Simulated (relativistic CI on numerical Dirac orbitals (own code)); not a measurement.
Electric-dipole lines of Ni III

These numbers are calculated, not measured: Dirac-Coulomb-Breit CI, orbitals from a KLI potential per configuration, model QED, valence Slater integrals scaled by 0.85, P86 correlation estimate, and configurations built on the next ion tied to the tabulated ionisation energy (semi-empirical) (own radial code, finite nucleus).

Configuration list (outside the closed core [Ne] 3s2): 3p6.3d8, 3p6.3d7.4s, 3p6.3d7.4p, 3p6.3d7.4d, 3p6.3d7.5s, 3p6.3d7.4f, 3p6.3d6.4s2, 3p6.3d7.5p, 3p6.3d6.4s.4p, 3p6.3d7.5d, 3p6.3d7.5f, 3p6.3d7.5g, 3p6.3d6.4p2, 3p6.3d6.4s.5s, 3p5.3d9. Levels of other configurations are missing.

```csv
λ vac (Å),Lower,Upper,A (s⁻¹),log gf,S velocity/length
1742.9,3p6.3d7.4s 5F_5 [10],3p6.3d7.4p 5G°_6 [50],7.06e+08,0.62,1.02
1757.8,3p6.3d7.4s 5F_4 [11],3p6.3d7.4p 5G°_5 [52],6.38e+08,0.51,1.02
1788.9,3p6.3d7.4s 5F_3 [12],3p6.3d7.4p 5D°_3 [51],4.33e+08,0.16,0.93
1790.0,3p6.3d7.4s 3F_4 [15],3p6.3d7.4p 3D°_3 [65],4.63e+08,0.19,0.91
1798.2,3p6.3d7.4s 5F_4 [11],3p6.3d7.4p 5D°_4 [47],4.50e+08,0.29,0.94
1814.6,3p6.3d7.4s 5F_5 [10],3p6.3d7.4p 5F°_4 [45],4.30e+08,0.28,0.90
1818.4,3p6.3d7.4s 5F_4 [11],3p6.3d7.4p 5F°_3 [46],4.19e+08,0.16,0.91
1821.4,3p6.3d7.4s 5F_5 [10],3p6.3d7.4p 5F°_5 [44],6.20e+08,0.53,0.96
1877.9,3p6.3d7.4s 3F_4 [15],3p6.3d7.4p 3F°_4 [60],5.27e+08,0.40,0.98
1885.7,3p6.3d7.4s 3F_3 [16],3p6.3d7.4p 3F°_3 [62],4.14e+08,0.19,0.99
1904.7,3p6.3d7.4s 3F_2 [17],3p6.3d7.4p 3G°_3 [63],5.07e+08,0.29,1.04
1906.9,3p6.3d7.4s 3F_3 [16],3p6.3d7.4p 3G°_4 [61],4.99e+08,0.39,1.04
1912.9,3p6.3d7.4s 3F_4 [15],3p6.3d7.4p 3G°_5 [59],5.04e+08,0.48,1.04
```

Terms are leading LS components. Brackets give the number of a level in order of energy, since labels repeat. The list gives strong lines, with weight on those to low levels, without configurations that were not tied to measured data, among the lowest 300 of 2257 levels, so that lines to higher ones, which can be the strongest, are missing, and without lines across small gaps between configurations, and without 287 lines that miss the measured interval by over 3.5 %, start from a term whose rates miss tabulated ones by over 60 %, have gauges far apart or, lacking measured levels, span too small a gap for the errors found; lines with a level outside our table were not tested and can miss by more. Levels whose partners in the same complex of configurations lie outside the list can be far off, and so can their lines. Rates are taken at the computed energies, electric ones in the length gauge. A velocity-to-length ratio far from 1 marks an uncertain rate.

Configurations that consist of the next ion and one excited electron were tied to the tabulated ionisation energy; Rydberg ones are usually within 1,000 to 3,000 cm⁻¹ and the lowest ones within about 6,000 (9,000 in d shells), while levels on excited terms of the next ion carry the error of that term, and the other configurations can be misplaced by 10,000 cm⁻¹ or more. Rates follow the energies as ν³ (E1, M1) or ν⁵ (E2), so rates, branching and lifetimes can be off by large factors. The fine structure of a lone outer electron comes out too small, for d and f at times inverted, and misplaced configurations move strength between like terms. 61 of the 61 excited levels that our extract of the measured tables holds in this range could be paired (the sources list more); they are missed by 4640 cm⁻¹ on average and 7052 at most, and levels without a partner can miss by more.

From the table, what is the radiative lifetime of 3p6.3d7.4p 5G°_6?

The listed rates from this level add up to about 7.06e+08 s⁻¹, 100 % of its decay; with all channels τ = 1.42e-09 s.
